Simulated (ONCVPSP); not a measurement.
Before and after: ONCV potential for boron (B)

| Property | Result |
| --- | --- |
| Element | boron (B) |
| Generator | ONCVPSP 4.0.1 |
| Type | optimised norm-conserving Vanderbilt (ONCV) |
| Functional | PBE |
| Relativity | scalar-relativistic |
| Frozen core | [He] |
| Valence charge | 3 |
| Reference configuration | 2s2 2p1 |
| Partial waves | 2s: rc 1.35 bohr, ncon 3, nbas 8, qcut 5 1/bohr, 1 projector; 2p: rc 3.70 bohr, ncon 4, nbas 8, qcut 3 1/bohr, 2 projectors, debl 3.5 Ha |
| Local potential | polynomial inside 1.05 bohr (lpopt 5, dvloc0 0 Ha) |
| Core correction | Teter function, fcfact 3.75, rcfact 1 |

Change: p: rc 4.46.

Cutoffs: the cutoffs (Ha) at which the residual kinetic energy of the hardest occupied pseudo-wave falls to 1 and 0.1 mHa per electron; they do not see the model core or the augmentation charge, which bear on the density cutoff. Errors are all-electron minus pseudo energies relative to the spin-unpolarised reference configuration.

Question: How do hardness, ghosts and transferability respond?

Answer: The potential gets neither clearly harder nor softer (10 Ha and 24 Ha → 10 Ha and 24 Ha); the number of tests with a reliable result goes from 4 to 3; of the 3 tests that both files solve, the error grows in 3 and shrinks in 0 by more than 15 % and 0.3 meV (median size 285.7 → 424.5 meV); neither file shows a bound ghost. More of the atom is replaced by a form fitted at one configuration, so other configurations suffer.

| quantity | base | changed |
| --- | --- | --- |
| cutoff, loose | 10 Ha | 10 Ha |
| cutoff, tight | 24 Ha | 24 Ha |
| loose cutoff by channel | s 10 Ha, p 3.6 Ha | s 10 Ha, p 3.1 Ha |
| bound ghosts | none | none |
| GHOST(+) flags under 300 eV | p at 87.0 eV | p at 91.7 eV |
| tests with a reliable result | 4 of 4 | 3 of 4 |
| error for 2s2 2p0, meV [ΔE 8.22 eV] | +286 | +424 |
| error for 2s1 2p0, meV [ΔE 33.64 eV] | +803 | +1143 |
| error for 2s2 2p0.5, meV [ΔE 2.89 eV] | +37 | +72 |
| s: phases at 1.37 bohr within 0.05 rad from the reference energy up to (Ha; the scan ends near 5) | 2.3 | 2.3 |
| rms error of d²Exc/dni dnj with the model core, mHa | 1.27 | 1.85 |
